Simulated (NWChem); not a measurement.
Species: stibine (SbH$_{3}$); SMILES [SbH3]

All runs: NWChem. The geometry was optimised at PBE0-D3(BJ)/def2-TZVP. def2 effective core potentials on Sb; no spin-orbit coupling. Vertical excitations in the gas phase; the lowest state need not have the same character in each row.

For level B3LYP/def2-SVPD, TDA:

| Item | Result |
|---|---|
| lowest excitation, singlet (eV) | 6.28 |
| orbital gap (eV) | 6.96 |

What are these values for level BHandHLYP/def2-SVPD, TDA?


- lowest excitation, singlet (eV): 6.50
- orbital gap (eV): 9.04
